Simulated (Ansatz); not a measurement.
Compare A (`FC(F)(Cl)C(F)(Cl)Cl`) with its isomer B (`FC(F)(F)C(Cl)(Cl)Cl`).

Computed with Ansatz on PBE0-D4/def2-TZVP structures; ΔE is electronic, products minus reactants. CBS: MP2 limit from def2 TZ/QZ plus the TZ coupled-cluster correction, frozen cores. DFT in def2-TZVPP. B3LYP here is the variant with VWN-RPA as its local correlation; programs differ in this. One conformer a species, not always the lowest.

Problem. Which isomer does CCSD(T)/CBS put lower? Give the gap. (An estimate is asked.)

Solution. Ansatz gave: B, by 26.0 kJ/mol.

Problem. Give E(B) − E(A) in kJ/mol with B3LYP-D4, PBE0-D4, CCSD/def2-TZVPP, ωB97M-V, HF/def2-TZVPP, B2PLYP, BLYP-D4. (Estimate.)

Solution. The calculation gave: B3LYP-D4 -19.5, PBE0-D4 -21.9, CCSD/def2-TZVPP -27.4, ωB97M-V -21.7, HF/def2-TZVPP -29.5, B2PLYP -22.4, BLYP-D4 -15.2. None reverses the order clearly.

Problem. Does the order hold for the free energy at 298.15 K (harmonic terms from PBE0-D4)? (Best estimate.)

Solution. The calculation gave: Yes: G(B) − G(A) = -22.3 kJ/mol, for one conformer each.

Largest T1 diagnostic: 0.011.

At CCSD(T), def2-SVP lies −4.1 kJ/mol from the extrapolated value and def2-TZVPP −0.5 kJ/mol. From BLYP to BHLYP (50 % exact exchange), in def2-TZVPP and without D4, E(B) − E(A) moves by −10.1 kJ/mol.
